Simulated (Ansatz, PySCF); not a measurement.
Gas-phase reaction in SMILES: Brc1cc[se]c1 [3-bromoselenophene] → Brc1ccc[se]1 [2-bromoselenophene]
Structures are relaxed separately at B3LYP-D3(BJ)/def2-TZVP in Ansatz (an electronic-structure program). Unstable Hartree-Fock reference: Brc1cc[se]c1, Brc1ccc[se]1.

Quantity: isomerisation energy (enthalpy at 298 K, with B3LYP-D3(BJ) rigid-rotor harmonic-oscillator terms from PySCF), in kcal/mol. Cores are frozen in the correlated levels unless marked. No spin-orbit coupling. The frozen core is the preceding noble-gas configuration, with the filled d and f shells of earlier blocks. Non-relativistic. CBS marks a two-point X^-3 extrapolation of the correlation energy; Hartree-Fock from the larger set. The bracket is a focal-point correction in the basis named.

| level | program | isomerisation energy (kcal/mol) |
|---|---|---|
| PBE/def2-TZVPD | Ansatz | 2.0 |
| BLYP/def2-TZVPD | Ansatz | 2.0 |
| revPBE/def2-TZVPD | Ansatz | 1.9 |
| B97M-V/def2-TZVPD | Ansatz | 2.2 |
| B3LYP-D4/def2-TZVPD | Ansatz + dftd4 | 2.0 |
| B3LYP/def2-TZVPD | Ansatz | 2.1 |
| PBE0/6-31G* | Ansatz | 2.3 |
| PBE0/def2-TZVPD | Ansatz | 2.1 |
| B2GP-PLYP/def2-TZVPD | Ansatz | 2.1 |
| MP2/cc-pVTZ | Ansatz | 1.9 |
| RI-MP2/aug-cc-pVTZ | Ansatz | 2.0 |
| RI-MP2/CBS(cc-pVTZ,cc-pVQZ) | Ansatz | 1.9 |
| CCSD/CBS(aug-cc-pVTZ,aug-cc-pVQZ) | Ansatz | 2.2 |
| RI-MP2/CBS(aug-cc-pVTZ,aug-cc-pVQZ)+[CCSD(T)-MP2]/aug-cc-pVDZ | Ansatz | 2.1 |
| CCSD(T)/CBS(aug-cc-pVTZ,aug-cc-pVQZ) | Ansatz | 2.1 |
